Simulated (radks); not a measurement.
Q: Calculated with a radial shooting solver on a logarithmic mesh with Libxc functionals: non-relativistic Kohn-Sham, PBE, spin-polarised, spherical densities, point nucleus; open shells are filled with parallel spins first. Response by self-consistent Sternheimer equations with the Hartree and adiabatic LDA kernel. For heavy and open-shell atoms this level of theory can miss by tens of per cent. Rank Cu3+, Ti, Rb+, Cl2+, N3+, Co+ (NIST ground configurations) by static dipole polarisability, largest first.

A: Ti 101.4, Co+ 10.68, Rb+ 9.524, Cl2+ 5.825, N3+ 2.064, Cu3+ 1.661 bohr^3.
